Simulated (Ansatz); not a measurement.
`CC#[N+][Ga-]([OH])([OH])[OH]`. Total charge 0; spin multiplicity 1. The structure was optimised at the PBE0-D4/def2-TZVP level. It is one conformer, not always the lowest.

```xyz
13

C    -2.510   -0.723   -1.418
C    -1.292   -0.372   -0.729
N    -0.327   -0.094   -0.184
Ga    1.473    0.424    0.832
O     1.098   -0.295    2.440
O     1.373    2.216    0.672
O     2.645   -0.446   -0.223
H    -2.297   -1.474   -2.180
H    -3.231   -1.127   -0.705
H    -2.932    0.164   -1.893
H     0.944    0.379    3.104
H     2.031    2.555    0.064
H     3.026   -1.206    0.221
```

(1) What is the dipole moment at ωB97M-V/def2-TZVPP? (Estimate.)

(2) And with PBE, r2SCAN, B3LYP? (Estimate.)

(3) Give the Mulliken charges with ωB97M-V, PBE, r2SCAN in def2-TZVPP. (An estimate is asked.)

Results:

(1) Computed: 7.11 D, with components (-6.01, -1.73, -3.39) D in this frame, pointing from negative to positive charge.

(2) The calculation gave: PBE 6.94 D, r2SCAN 7.13 D, B3LYP 7.07 D.

(3) The calculation gave: 
```json
{"atom": "C1", "ωB97M-V": "-0.18", "PBE": "-0.10", "r2SCAN": "0.00"}
{"atom": "C2", "ωB97M-V": "0.02", "PBE": "-0.14", "r2SCAN": "-0.03"}
{"atom": "N3", "ωB97M-V": "0.01", "PBE": "0.15", "r2SCAN": "0.02"}
{"atom": "Ga4", "ωB97M-V": "0.59", "PBE": "0.41", "r2SCAN": "0.58"}
{"atom": "O5", "ωB97M-V": "-0.46", "PBE": "-0.42", "r2SCAN": "-0.48"}
{"atom": "O6", "ωB97M-V": "-0.46", "PBE": "-0.42", "r2SCAN": "-0.48"}
{"atom": "O7", "ωB97M-V": "-0.46", "PBE": "-0.42", "r2SCAN": "-0.48"}
{"atom": "H8", "ωB97M-V": "0.15", "PBE": "0.14", "r2SCAN": "0.10"}
{"atom": "H9", "ωB97M-V": "0.15", "PBE": "0.14", "r2SCAN": "0.10"}
{"atom": "H10", "ωB97M-V": "0.15", "PBE": "0.14", "r2SCAN": "0.10"}
{"atom": "H11", "ωB97M-V": "0.17", "PBE": "0.18", "r2SCAN": "0.19"}
{"atom": "H12", "ωB97M-V": "0.17", "PBE": "0.18", "r2SCAN": "0.19"}
{"atom": "H13", "ωB97M-V": "0.17", "PBE": "0.18", "r2SCAN": "0.19"}
```

B3LYP here is the variant with VWN-RPA as its local correlation; programs differ in this.
